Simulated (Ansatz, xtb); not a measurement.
# BBrClH3NSi+: 9 structures ranked

9 gas-phase structures of BBrClH3NSi+, found in a search over its isomers (lower ones may exist). Each was relaxed with GFN2-xTB; where two conformers were screened, the lower at r2SCAN-D4/def2-SVP//GFN2-xTB is listed:

A. `ClB/[NH+]=[SiH]/Br`, a singlet
B. `Cl/[SiH]=[NH+]/BBr`, a singlet
C. a singlet given by its coordinates
D. `B/[NH+]=[Si](\Cl)Br`, a singlet
E. `NB[Si+](Cl)Br`, a singlet
F. `[SiH2]=[NH+]B(Cl)Br`, a singlet
G. `Cl/[SiH]=[NH+]\BBr`, a singlet
H. `B/[NH+]=[Si](/Cl)Br`, a singlet
I. `ClB/[NH+]=[SiH]\Br`, a singlet

C (Å):

```tsv
atom	x (Å)	y (Å)	z (Å)
B	-1.4705	2.6498	0.0891
Br	-1.6747	-0.5619	-1.1404
Cl	-2.9204	3.0566	0.5342
N	-0.3071	2.2160	-0.3622
Si	-0.0034	0.7858	-1.5046
H	0.5573	2.6854	-0.1304
H	-0.0844	1.3955	-2.8180
H	1.2555	0.2817	-0.9910
```

Close contacts (Å): B1–Cl3 1.57, B1–N4 1.32, Br2–Si5 2.18, N4–Si5 1.86, N4–H6 1.01, Si5–H7 1.45, Si5–H8 1.45.

Q: Which do you expect lowest at r2SCAN-D4/def2-SVP//GFN2-xTB, and how would the others follow?

A: Calculated order at r2SCAN-D4/def2-SVP//GFN2-xTB: A (0.0), I (0.2), E (2.4), C (3.2), H (4.6), B (5.2), F (5.5), D (6.1), G (6.3) kcal/mol. Less than 1 kcal/mol parts A and I; E and C; H and B; B and F; F and D; D and G, so the order within those pairs means little.

Energies above the lowest of each column, in kcal/mol; the last columns are at r2SCAN-D4/def2-SVP geometries and were run for some of them only (a dash: not run or not comparable):

```json
{"structure": "A", "GFN2-xTB": "9.5", "HF/STO-3G": "0.0", "r2SCAN-D4/def2-SVP//GFN2-xTB": "0.0", "r2SCAN-D4/def2-SVP": "0.0", "CCSD(T)/def2-SVP + ΔMP2/def2-TZVPP": "0.0"}
{"structure": "I", "GFN2-xTB": "9.6", "HF/STO-3G": "0.2", "r2SCAN-D4/def2-SVP//GFN2-xTB": "0.2", "r2SCAN-D4/def2-SVP": "1.0", "CCSD(T)/def2-SVP + ΔMP2/def2-TZVPP": "0.9"}
{"structure": "E", "GFN2-xTB": "10.7", "HF/STO-3G": "7.0", "r2SCAN-D4/def2-SVP//GFN2-xTB": "2.4", "r2SCAN-D4/def2-SVP": "2.9", "CCSD(T)/def2-SVP + ΔMP2/def2-TZVPP": "–"}
{"structure": "C", "GFN2-xTB": "9.3", "HF/STO-3G": "15.5", "r2SCAN-D4/def2-SVP//GFN2-xTB": "3.2", "r2SCAN-D4/def2-SVP": "–", "CCSD(T)/def2-SVP + ΔMP2/def2-TZVPP": "–"}
{"structure": "H", "GFN2-xTB": "9.6", "HF/STO-3G": "7.3", "r2SCAN-D4/def2-SVP//GFN2-xTB": "4.6", "r2SCAN-D4/def2-SVP": "–", "CCSD(T)/def2-SVP + ΔMP2/def2-TZVPP": "–"}
{"structure": "B", "GFN2-xTB": "0.2", "HF/STO-3G": "6.1", "r2SCAN-D4/def2-SVP//GFN2-xTB": "5.2", "r2SCAN-D4/def2-SVP": "–", "CCSD(T)/def2-SVP + ΔMP2/def2-TZVPP": "–"}
{"structure": "F", "GFN2-xTB": "10.5", "HF/STO-3G": "1.2", "r2SCAN-D4/def2-SVP//GFN2-xTB": "5.5", "r2SCAN-D4/def2-SVP": "–", "CCSD(T)/def2-SVP + ΔMP2/def2-TZVPP": "–"}
{"structure": "D", "GFN2-xTB": "9.1", "HF/STO-3G": "9.7", "r2SCAN-D4/def2-SVP//GFN2-xTB": "6.1", "r2SCAN-D4/def2-SVP": "–", "CCSD(T)/def2-SVP + ΔMP2/def2-TZVPP": "–"}
{"structure": "G", "GFN2-xTB": "0.0", "HF/STO-3G": "8.0", "r2SCAN-D4/def2-SVP//GFN2-xTB": "6.3", "r2SCAN-D4/def2-SVP": "–", "CCSD(T)/def2-SVP + ΔMP2/def2-TZVPP": "–"}
```

CCSD(T)/def2-SVP + ΔMP2/def2-TZVPP puts A lowest of those it was run on, with I within 1 kcal/mol; GFN2-xTB picks G. Some further structures that were screened fall inside this span and aren't listed. Flexible structures stand in one conformer each, not always the lowest. Frequencies (r2SCAN-D4/def2-SVP) were run for A, I alone. ΔMP2 is the change of the MP2 energy from the smaller to the larger basis.

Over these structures GFN2-xTB departs from r2SCAN-D4/def2-SVP//GFN2-xTB by 4.4 kcal/mol on average once a common shift is removed. A GFN2-xTB relaxation took about 0.074 s and the r2SCAN-D4/def2-SVP//GFN2-xTB energy about 1.1 s on a shared host (Ansatz 0.2.0, xtb 6.7.1).
